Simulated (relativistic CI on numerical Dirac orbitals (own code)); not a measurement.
## d2 in a ligand field

Computed with a parametric ligand-field model of a d^n configuration (Racah B and C, spin-orbit zeta, crystal field), exact diagonalisation.

Field parameters in Wybourne normalisation: Oh B⁴₀ = 21Dq, B⁴₄ = √(5/14) B⁴₀. The field is a parameter set, without covalency.

Problem. Ground term and bands for B = 1030, C = 4020, ζ = 0 cm⁻¹, Oh, 10Dq = 33990 cm⁻¹?

Solution. Ground term 3T1 with 0.02 electrons in the two orbitals of the cubic e set. Spin-allowed: 3T2 31766 cm⁻¹ (315 nm), 3T1 44991 cm⁻¹ (222 nm), 3A2 65756 cm⁻¹ (152 nm). Lowest spin-forbidden: 1T2 14704 cm⁻¹ (680 nm), 1E 14896 cm⁻¹ (671 nm), 1A1 33019 cm⁻¹ (303 nm).

Problem. Ground term and bands for B = 1030, C = 4020, ζ = 0 cm⁻¹, Oh, 10Dq = 17510 cm⁻¹?

Solution. Ground term 3T1 with 0.05 electrons in the two orbitals of the cubic e set. Spin-allowed: 3T2 15777 cm⁻¹ (634 nm), 3T1 29495 cm⁻¹ (339 nm), 3A2 33287 cm⁻¹ (300 nm). Lowest spin-forbidden: 1T2 14838 cm⁻¹ (674 nm), 1E 15207 cm⁻¹ (658 nm), 1A1 30612 cm⁻¹ (327 nm).

Problem. Ground term and bands for B = 1030, C = 4020, ζ = 0 cm⁻¹, Oh, 10Dq = 38110 cm⁻¹?

Solution. Ground term 3T1 with 0.02 electrons in the two orbitals of the cubic e set. Spin-allowed: 3T2 35813 cm⁻¹ (279 nm), 3T1 48966 cm⁻¹ (204 nm), 3A2 73923 cm⁻¹ (135 nm). Lowest spin-forbidden: 1T2 14673 cm⁻¹ (682 nm), 1E 14844 cm⁻¹ (674 nm), 1A1 33312 cm⁻¹ (300 nm).

Problem. Ground term and bands for B = 1030, C = 4020, ζ = 0 cm⁻¹, Oh, 10Dq = 9270 cm⁻¹?

Solution. Ground term 3T1 with 0.08 electrons in the two orbitals of the cubic e set. Spin-allowed: 3T2 8051 cm⁻¹ (1242 nm), 3A2 17321 cm⁻¹ (577 nm), 3T1 22282 cm⁻¹ (449 nm). Lowest spin-forbidden: 1T2 14761 cm⁻¹ (677 nm), 1E 15392 cm⁻¹ (650 nm), 1T2 25661 cm⁻¹ (390 nm).

Problem. Ground term and bands for B = 1030, C = 4020, ζ = 0 cm⁻¹, Oh, 10Dq = 1030 cm⁻¹?

Solution. Ground term 3T1 with 0.18 electrons in the two orbitals of the cubic e set. Spin-allowed: 3T2 835 cm⁻¹, 3A2 1865 cm⁻¹, 3T1 16089 cm⁻¹ (622 nm). Lowest spin-forbidden: 1T2 13547 cm⁻¹ (738 nm), 1E 14025 cm⁻¹ (713 nm), 1T2 20683 cm⁻¹ (483 nm).
